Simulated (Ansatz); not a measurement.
Coupled-cluster diagnostics for the cluster CuO2⁻, Ansatz.

Geometry of the singlet (r2SCAN-D4/def2-TZVPD):

Cartesian coordinates in Å:
```
Cu 0.8962 -1.1478 0.1908
O -0.3449 1.2312 -0.2224
O -0.5513 -0.0834 0.0316
```

Correlated methods freeze 11 core orbitals. The structure holds 1 bond(s) between oxygen atoms. Another isomer (triplet) lies 1.92 eV lower at PBE0-D4/def2-TZVPD; other spin states weren't run for this one.

Problem. Estimate the CCSD(T) correlation energy, the shares of MP2 and (T), T1 and the reference's ⟨S²⟩ for: charge -1, singlet, own geometry in def2-TZVPPD; and the rough time on 4 threads of Arm Neoverse V1 on a shared host.

Solution. 
```tsv
state	basis	correlation (eV)	MP2 share (%)	(T) share (%)	T1	⟨S²⟩ (pure)	wall time	remarks
charge -1, singlet, own geometry	def2-TZVPPD	-28.609	101.9	7.0	0.082	0.00 (0.00)	22 s	flagged by the program, large T1, restricted SCF unstable
```
Customary marks for T1 are 0.02 (closed shells), 0.045 (open shells) and about 0.05 (3d metals). T1 exceeds 0.02 in 1 of 1 rows and 0.045 in 1; the higher it lies, the less the single-reference result can be trusted.
